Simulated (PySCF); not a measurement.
CH3, SMILES [CH3+], charge +1.

Geometry: ωB97X-D3(BJ)/def2-TZVPD.

Two levels are set side by side: TDA-PBE/def2-TZVPD (PySCF) and TDA-ωB97X/def2-TZVPD (PySCF). Vertical, same geometry. The lowest singlet is HOMO→LUMO 100 % with PBE and HOMO→LUMO 99 % with the other functional; states are paired by order. Differences are taken from unrounded values.

```csv
quantity,TDA-ωB97X,TDA-PBE,TDA-PBE minus TDA-ωB97X
lowest singlet excitation (eV),6.10,5.82,-0.28
lowest triplet excitation (TDA) (eV),5.07,4.56,-0.50
first bright state (f over 0.05) (eV),15.15,14.19,-0.96
its oscillator strength,0.25,0.16,-0.09
```

Functionals without exact exchange tend to place singlet excitations lower, as here. Differences between two approximate levels are no errors against the true value.

Rough cost on one machine, each run with all the roots and properties that it gave: TDA-ωB97X against TDA-PBE within a factor of 2.
